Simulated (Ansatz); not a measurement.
Rb2Cl2, relaxed as a singlet with RKS B3LYP-D4/def2-TZVP in Ansatz, starting from the GFN1-xTB geometry. Force threshold 0.02 eV/Å.

In the def2 sets Rb takes a core potential; there is no spin–orbit coupling. The structure comes from a short search, and lower isomers may exist.

Start:

Cartesian coordinates in Å:
```
Rb 0.044 1.936 0.488
Rb -0.043 -1.941 -0.492
Cl 0.783 -0.489 1.860
Cl -0.784 0.495 -1.856
```

```tsv
step	energy (eV)	largest force component (eV/Å)	SCF passes
1	-26364.8495	0.676	12
2	-26365.0636	0.057	17
3	-26365.0686	0.011	17
```

Force components are those of the run's own axes.

End:

```xyz
4

Rb    0.049    2.086    0.529
Rb   -0.048   -2.086   -0.529
Cl    0.823   -0.515    1.954
Cl   -0.824    0.515   -1.953
```

By distances, no bond broke or formed. The bond that changes most is Rb1–Cl4, from 2.87 to 3.06 Å (atoms count from 1).

No frequencies were taken in this run, so the end may be a saddle point.

Hardware: 4 threads of Arm Neoverse V1 on a shared host. Wall time 7.5 s.
